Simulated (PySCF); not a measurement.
## Potential energy of AuH along the bond

Set-up: basis H cc-pVDZ, Au cc-pVDZ-PP with ECP60; scalar-relativistic core potentials; PySCF 2.14. Energies in eV from H + Au (5d10 6s1) in their ground configurations at the same level. State: ¹Σ⁺ (singlet), closed shell.

All columns are PBE0. A positive dipole means H(−)Au(+).

```tsv
R (Å)	E (eV)	μ (D)	Mulliken charge on H (basis-dependent)	HOMO (eV)	LUMO (eV)	Mayer bond order	⟨S²⟩
1.331	-2.329	1.29	0.05	-7.37	-1.96	1.19	0.00
1.393	-2.676	1.34	0.04	-7.38	-2.08	1.16	0.00
1.455	-2.872	1.39	0.03	-7.39	-2.21	1.13	0.00
1.502	-2.942	1.43	0.02	-7.39	-2.30	1.11	0.00
1.548	-2.962	1.46	0.02	-7.40	-2.39	1.10	0.00
1.594	-2.940	1.50	0.02	-7.41	-2.47	1.09	0.00
1.656	-2.864	1.53	0.02	-7.43	-2.59	1.07	0.00
1.734	-2.712	1.58	0.02	-7.44	-2.72	1.05	0.00
1.827	-2.477	1.63	0.02	-7.46	-2.89	1.04	0.00
1.950	-2.116	1.69	0.02	-7.47	-3.09	1.02	0.00
```

A fit through these points gives, at Re = 1.545 Å, μ = 1.46 D and dμ/dR = 0.700 D/Å; the reduced mass is 1.003 u.

Question: How strong is the fundamental in the double-harmonic approximation, I = 42.26·(dμ/dR)²/μred km/mol?

Answer: I = 42.26·(0.700)²/1.003 = 20.6 km/mol at PBE0.

Spin–orbit coupling is left out.
